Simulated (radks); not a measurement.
The numbers below are computed, except where a source is named.
Task: Coherent X-ray form factor from a spherical all-electron density. Level of theory: non-relativistic Kohn-Sham, r2SCAN, spin-polarised, spherical densities, point nucleus; meta-GGA in the generalised Kohn-Sham scheme (a radial shooting solver on a logarithmic mesh with Libxc functionals).

sin(theta)/lambda (1/angstrom),f0 (electrons)
0.05,14.475
0.1,13.181
0.15,11.674
0.2,10.352
0.25,9.338
0.3,8.588
0.4,7.526
0.5,6.657
0.6,5.815
0.8,4.272
1,3.114
1.25,2.222
1.5,1.745
2,1.330

The species is in the configuration that NIST lists as its ground one. Which atom or ion scatters so?

Result: Neutral phosphorus, [Ne] 3s2 3p3. Extrapolating in s^2 from the first two rows gives f0(0) = 14.9, near the electron count 15; among species with that count, the fall with angle is slower the higher Z, and the table is that of Z = 15; from so few rows the species is fixed only to a neighbour or two.
